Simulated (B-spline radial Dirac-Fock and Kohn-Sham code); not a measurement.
## Bi: non-radiative channels of the K vacancy

System: atomic bismuth, configuration 1s2 2s2 2p6 3s2 3p6 3d10 4s2 4p6 4d10 4f14 5s2 5p6 5d10 6s2 6p3.

Calculated with a B-spline atomic structure program, using one-electron (LDA, Dirac) transition rates at Dirac-Fock energies. Kinetic energies are configuration averages from the vacuum level; the two-hole energies are estimated from single-hole states. The rates lack the Breit term, which in heavy atoms raises K-L1L1 and K-L1L2.

| transition | kinetic energy (eV) | width (meV) | share (%) |
| --- | --- | --- | --- |
| K-L1L1 | 57468.1 | 155 | 8.8 |
| K-L1L2 | 58157.0 | 231 | 13.0 |
| K-L2L2 | 58757.4 | 19.8 | 1.1 |
| K-L1L3 | 60474.2 | 166 | 9.4 |
| K-L2L3 | 61101.1 | 378 | 21.3 |
| K-L3L3 | 63414.3 | 138 | 7.8 |
| K-L1M1 | 70018.1 | 62.4 | 3.5 |
| K-L1M2 | 70308.8 | 52.6 | 3.0 |
| K-L2M1 | 70690.6 | 37.5 | 2.1 |
| K-L1M3 | 70839.0 | 39.2 | 2.2 |
| K-L2M3 | 71515.2 | 74.9 | 4.2 |
| K-L3M1 | 72987.1 | 26.4 | 1.5 |
| K-L3M2 | 73281.5 | 66.9 | 3.8 |
| K-L3M3 | 73815.6 | 55.3 | 3.1 |
| K-L2N3 | 74077.3 | 17.9 | 1.0 |
| K-L3N2 | 76238.4 | 15.9 | 0.9 |

The listed channels hold 87 % of the non-radiative rate. Summed by principal shells, of 1.77 eV in all: KLL 61.5 %, KLM 26.2 %, KLN 6.5 %, KMM 2.7 %, KMN 1.3 %, KLO 1.3 %.
